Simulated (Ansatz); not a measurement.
`N[CH2][GeH2][SiH3]` and `N[CH2][GeH2][NH2]` differ in one atom or group.

Ansatz, PBE0-D4/def2-TZVP geometries, multiplicity 1. Each molecule was computed in one conformer, which needn't be the lowest.

Scalar relativity is left out up to krypton.

```csv
property,`N[CH2][GeH2][SiH3]`
HOMO–LUMO gap (B3LYP/def2-TZVPP) / eV,6.85
HOMO energy (ωB97M-V/def2-TZVPP) / eV,-9.29
HOMO energy (B3LYP/def2-TZVPP) / eV,-6.74
HOMO–LUMO gap (PBE/def2-TZVPP) / eV,5.08
HOMO energy (PBE0/def2-TZVPP) / eV,-6.95
HOMO–LUMO gap (PBE0/def2-TZVPP) / eV,7.31
```

**Question.** Give the same properties after the change, and the shifts. (An estimate is asked.)

**Answer.** Computed: 
| property | `N[CH2][GeH2][NH2]` | shift |
| --- | --- | --- |
| HOMO–LUMO gap (B3LYP/def2-TZVPP) / eV | 6.71 | -0.14 |
| HOMO energy (ωB97M-V/def2-TZVPP) / eV | -8.98 | 0.31 |
| HOMO energy (B3LYP/def2-TZVPP) / eV | -6.44 | 0.30 |
| HOMO–LUMO gap (PBE/def2-TZVPP) / eV | 5.01 | -0.07 |
| HOMO energy (PBE0/def2-TZVPP) / eV | -6.65 | 0.30 |
| HOMO–LUMO gap (PBE0/def2-TZVPP) / eV | 7.25 | -0.06 |

With PBE0 the HOMO rises by 0.30 eV and the LUMO rises by 0.24 eV, so the gap narrows by about 0.06 eV. PBE moves the HOMO by 0.29 eV and ωB97M-V by 0.31 eV.

B3LYP here is the variant with VWN-RPA as its local correlation; programs differ in this.
